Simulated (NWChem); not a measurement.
System: C$_{3}$HClF$_{2}$; SMILES C(Cl)(F)=C=CF

NWChem input:

```
start job
memory heap 200 mb stack 900 mb global 1100 mb
geometry units angstroms noautoz
  F      0.309011    -2.880339    -0.443226
  C      0.075610    -1.951520     0.499879
  C     -0.168922    -0.684480     0.233850
  C     -0.394667     0.596104     0.033324
  F     -1.609326     1.125447    -0.136898
  Cl     0.849815     1.804099    -0.044218
  H      0.111921    -2.379451     1.518971
end
basis spherical
  * library def2-svp
end
dft
  xc xcamb88 1.00 lyp 0.81 vwn_5 0.19 hfexch 1.00
  cam 0.33 cam_alpha 0.19 cam_beta 0.46
  iterations 150
  mulliken
end
task dft energy
```

The geometry was optimised at PBE-D3(BJ)/def2-SVP.

Question: Give the results of this calculation. (CAM-B3LYP/def2-SVP.) Quantities: energy (Ha); highest occupied level (eV); orbital gap (eV); dipole (D).

Answer: 
```
Property                       Value
---------------------------  -------
energy (Ha)                  -774.23
highest occupied level (eV)    -9.17
orbital gap (eV)                9.44
dipole (D)                      1.41
```
